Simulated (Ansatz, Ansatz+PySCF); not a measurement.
```yaml
atoms:
  - { symbol: C, position_ang: [0.0000, 0.0000, -1.0272] }
  - { symbol: S, position_ang: [0.0000, 0.0000, 0.3852] }
```

Basis set: def2-SVP (spherical functions). Frozen core: 6 orbitals. Charge 0, multiplicity 1.

Computed with Ansatz (development build ahead of 0.2.0); each method stands on the lowest determinant of its kind that the runs found. Restricted open shells among the atoms or ions are ROHF, correlated in semicanonical orbitals with singles.

The atomization energy at this shape (free ground-state atoms in the same class of orbitals less the molecule, no zero-point energy) of singlet CS:

```json
{"method": "RHF-CCSD(T)", "atomization energy": "6.27 eV"}
{"method": "RHF-MP2", "atomization energy": "6.54 eV"}
{"method": "UHF", "atomization energy": "3.74 eV"}
```

Problem. What does RHF give?

Solution. 3.95 eV. Caution: the shape is not the minimum.
